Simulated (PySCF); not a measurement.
# W⁶⁸⁺ (tungsten, charge +68): Hartree-Fock from Schrödinger to Dirac-Coulomb-Breit

Occupied: 1s1/2, 2s1/2, 2p1/2. Hartree-Fock calculated with PySCF 2.14 in an even-tempered Gaussian basis (19 s from 17 bohr⁻², ratio 2.3; 15 p from 21 bohr⁻², ratio 2.3), Gaussian nucleus throughout. NR is non-relativistic, sf-X2C the spin-free one-electron X2C Hamiltonian, X2C adds the bare one-electron spin-orbit term, X2C-SNSO screens it by Boettger's factors, DC is four-component Dirac-Coulomb, and the Gaunt and Breit terms are added at first order (total energies over the DC spinors, levels after relaxing the spinors in that mean field). QED terms are absent. Levels marked empty are virtual spinors of this ion.

```csv
level (eV),X2C,X2C-SNSO
1s1/2,-77408.4,-77410.9
2s1/2,-18720.3,-18721.1
2p1/2,-18482.9,-18448.9
2p3/2 (empty),-16636.2,-16647.6
3s1/2 (empty),-7833.1,-7833.2
```

Q: Where do the four-component calculations put these levels?

A: 1s1/2: DC -77477.6, DC+Gaunt -77268.8, DC+Breit -77275.6; 2s1/2: DC -18730.5, DC+Gaunt -18708.5, DC+Breit -18710.5; 2p1/2: DC -18459.1, DC+Gaunt -18413.8, DC+Breit -18418.8; 2p3/2 (empty): DC -16649.5, DC+Gaunt -16628.3, DC+Breit -16633.2; 3s1/2 (empty): DC -7835.7, DC+Gaunt -7829.5, DC+Breit -7830.4 (eV).

```json
{"Hamiltonian": "X2C", "E (hartree)": "-8699.1913", "E − E(DC) (hartree)": "2.0189", "CPU seconds": "0.21"}
{"Hamiltonian": "X2C-SNSO", "E (hartree)": "-8696.6583", "E − E(DC) (hartree)": "4.5518", "CPU seconds": "0.23"}
{"Hamiltonian": "DC", "E (hartree)": "-8701.2101", "E − E(DC) (hartree)": "0.0000", "CPU seconds": "9"}
{"Hamiltonian": "DC+Gaunt", "E (hartree)": "-8690.7864", "E − E(DC) (hartree)": "10.4238", "CPU seconds": "20"}
{"Hamiltonian": "DC+Breit", "E (hartree)": "-8691.3178", "E − E(DC) (hartree)": "9.8923", "CPU seconds": "61"}
```

Weight of the small component: 1s1/2 0.0782, 2s1/2 0.0188, 2p1/2 0.0188, 2p3/2 0.0170, 3s1/2 0.00777.

Koopmans' value for the highest occupied level at DC+Breit: 18418.8 eV, against an ionisation energy of 18476 ± 4 eV (semi-empirical (NIST evaluation); NIST Atomic Spectra Database, ionization energies); the former lacks relaxation, correlation, QED and recoil.

The whole ladder took 93 s of wall time on 1 thread of Intel(R) Xeon(R) 6975P-C (shared host), launched as `OMP_NUM_THREADS=1 python relrun2.py TASK.json OUT` (a driver that calls PySCF for each Hamiltonian).
